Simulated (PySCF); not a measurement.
# Property card for `C(=C/OC)/CC=O`

C5H8O2.
Cartesian coordinates in Å at the PBE0-D3(BJ)/def2-SVP level; atoms count from 1:
```
atom  x, y, z in Å
C1    -2.4960   -0.6378    0.4881
O2    -1.1630   -0.2764    0.2445
C3    -0.6429   -0.6552   -0.9391
C4     0.6589   -0.5179   -1.2185
C5     1.6435    0.0833   -0.2637
C6     1.7801    1.5712   -0.4931
O7     2.8143    2.1495   -0.6855
H8    -2.7811   -0.2001    1.4533
H9    -2.6185   -1.7338    0.5461
H10   -3.1727   -0.2444   -0.2912
H11   -1.3475   -1.0815   -1.6644
H12    0.9968   -0.8090   -2.2153
H13    2.6417   -0.3707   -0.3447
H14    1.2732   -0.0494    0.7682
H15    0.8006    2.1190   -0.4818
```

Structural features include: aldehyde, C=C double bond and ether.

**PBE0-D3(BJ)/def2-SVP geometry optimisation, gas phase (PySCF)**

```yaml
Point_group: C1
Rotational_constants_A_B_C: 7.344, 1.154, 1.065 GHz
```

CAM-B3LYP/def2-SVPD ground state and vertical TDDFT (core frozen in the response) (PySCF):

```yaml
Dipole_moment: 4.83 D
HOMO_energy: -7.98 eV
LUMO_energy: 0.46 eV
HOMO–LUMO_gap: 8.44 eV
Lowest_singlet_excitation: 4.27 eV (290 nm, f = 0.006)
Strongest_line_among_the_6_lowest_singlet_transitions: S4 at 6.59 eV (188 nm, f = 0.198)
Static_isotropic_polarisability: 72.1 au
Electronic_spatial_extent_⟨r²⟩_about_the_centre_of_nuclear_charge: 1084 bohr²
```

Monoisotopic mass from the formula: 100.0524 u.

S1 lies 4.17 eV below the HOMO–LUMO gap; its leading configuration is HOMO−1→LUMO, weight 0.50, beside HOMO→LUMO, weight 0.38. With B = h/(8π²I), that is 505.379 GHz u Å² over I, the principal moments of inertia are 68.8, 437.9 and 474.3 u Å² (most abundant isotopes). The dipole equals about 16.1 × 10⁻³⁰ C·m (1 D = 3.33564 × 10⁻³⁰ C·m). The 6 singlets span 4.27 to 7.20 eV, and their oscillator strengths add up to 0.48.

One conformer stands for the species.
